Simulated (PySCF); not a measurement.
Compound: C₆H₁₄N (doublet state).
Z-matrix (Å and degrees, GFN2-xTB geometry), rows numbered from 1:
```
C 
C   1  1.4704
C   2  1.5417  1  110.99
C   3  1.5226  2  111.88  1   -67.23
C   2  1.5585  1  111.31  3   120.96
C   5  1.5321  2  110.11  1    55.75
N   5  1.4522  2  109.19  1  -179.52
H   1  1.0720  2  122.01  3   127.57
H   1  1.0734  2  119.61  3   -52.87
H   2  1.0952  1  109.92  3  -120.33
H   3  1.0901  2  108.18  1   171.20
H   3  1.0914  2  108.71  1    54.05
H   4  1.0879  3  110.52  2    59.13
H   4  1.0878  3  110.65  2   -60.85
H   4  1.0876  3  110.35  2   179.27
H   5  1.0958  2  108.07  1   -63.39
H   6  1.0892  5  110.24  2    60.92
H   6  1.0892  5  110.52  2  -179.10
H   6  1.0872  5  110.10  2   -58.74
H   7  1.0138  5  110.39  2   173.74
H   7  1.0152  5  109.94  2   -67.38
```

The hyperfine couplings belong to this conformer and change with its torsions.

Identity: `[CH2][C@@H](CC)[C@@H](C)N` [radical].

Level of theory: UKS B3LYP, pcH-1 on C H N, non-relativistic, mean-field spin-orbit, GIAO (PySCF). The structure is a single GFN2-xTB conformer in the gas phase; no vibrational or solvent corrections. The geometry wasn't refined by DFT: couplings that depend on bond lengths, twists or pyramidal angles can differ widely from those at the functional's own minimum. The SCF solution wasn't tested for stability.

(1) Where do the isotropic ENDOR lines of N7, H8/H9, H11, H10, H16, H20/H21, H12 and H17/H18/H19 fall at 3348.6 mT, to first order?

(2) Which pairs are centred on the nuclear Larmor frequency, and which on half the coupling?

(3) At what field would the lower line of N7 fall to zero frequency?

## Answers

(1) ν± = |νn ± a/2|, one line for each electron-spin manifold; νn = |g_N| × 7.62259 MHz/T × B.

```json
{"nuclei": "N7", "isotope": "14N", "g_N": "0.4038", "νn (MHz)": "10.31", "a_iso (MHz)": "3.42", "lower line (MHz)": "8.60", "upper line (MHz)": "12.02"}
{"nuclei": "H8/H9", "isotope": "1H", "g_N": "5.5857", "νn (MHz)": "142.57", "a_iso (MHz)": "-63.48", "lower line (MHz)": "110.84", "upper line (MHz)": "174.31"}
{"nuclei": "H11", "isotope": "1H", "g_N": "5.5857", "νn (MHz)": "142.57", "a_iso (MHz)": "6.33", "lower line (MHz)": "139.41", "upper line (MHz)": "145.74"}
{"nuclei": "H10", "isotope": "1H", "g_N": "5.5857", "νn (MHz)": "142.57", "a_iso (MHz)": "5.85", "lower line (MHz)": "139.65", "upper line (MHz)": "145.50"}
{"nuclei": "H16", "isotope": "1H", "g_N": "5.5857", "νn (MHz)": "142.57", "a_iso (MHz)": "-3.76", "lower line (MHz)": "140.69", "upper line (MHz)": "144.46"}
{"nuclei": "H20/H21", "isotope": "1H", "g_N": "5.5857", "νn (MHz)": "142.57", "a_iso (MHz)": "3.57", "lower line (MHz)": "140.79", "upper line (MHz)": "144.36"}
{"nuclei": "H12", "isotope": "1H", "g_N": "5.5857", "νn (MHz)": "142.57", "a_iso (MHz)": "-2.49", "lower line (MHz)": "141.33", "upper line (MHz)": "143.82"}
{"nuclei": "H17/H18/H19", "isotope": "1H", "g_N": "5.5857", "νn (MHz)": "142.57", "a_iso (MHz)": "1.18", "lower line (MHz)": "141.98", "upper line (MHz)": "143.17"}
```

(2) Centred on νn, since |a| < 2νn: N7, H8/H9, H11, H10, H16, H20/H21, H12 and H17/H18/H19. No pair has |a| > 2νn.

(3) Where νn = |a|/2, that is B = 1.71 MHz/(0.4038 × 7.62259 MHz/T) = 556 mT, as far as first order holds there.

Means are taken over nuclei equivalent by connectivity, which assumes that they swap fast. The 1H value of +3.6 MHz is a mean of couplings from -0.5 to 7.6 MHz in this one geometry, not an average over conformers.

On one thread, Arm Neoverse V2 (aarch64), shared host, this took 92 s wall (with the writing of density and orbital grids) and 0.97 GiB of memory at its peak.
